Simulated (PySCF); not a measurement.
C3H3F3. Atoms are numbered in the order given.

```xyz
9

F     -1.2002     0.2033     1.4082
C     -0.2143    -0.4375     0.7525
C     -0.2143    -0.4375    -0.7525
F     -1.2002     0.2033    -1.4082
C      0.7708     0.3899     0.0000
F      2.0776     0.0529     0.0000
H      0.1379    -1.3466     1.2536
H      0.1379    -1.3466    -1.2536
H      0.5756     1.4691     0.0000
```

Coordinates come from a PBE0-D3(BJ)/def2-SVP optimisation. The structure was generated by enumeration; whether it is a known compound was not checked.

Calculation: M06-2X/def2-TZVP (PySCF).

Isolated molecule, no solvent.

```yaml
total_energy: -415.60976 hartree
point_group: Cs
highest_occupied_level: -10.01 eV
lowest_empty_level: 1.31 eV
orbital_gap: 11.32 eV
dipole_moment: 1.26 D
quadrupole, principal values (traceless, Buckingham form, about the centre of nuclear charge): -7.65, 0.02, 7.63 D·Å
mean_static_polarisability: 34.4 bohr³ (5.10 Å³)
polarisability_principal_values: 33.1, 34.6, 35.6 bohr³
```
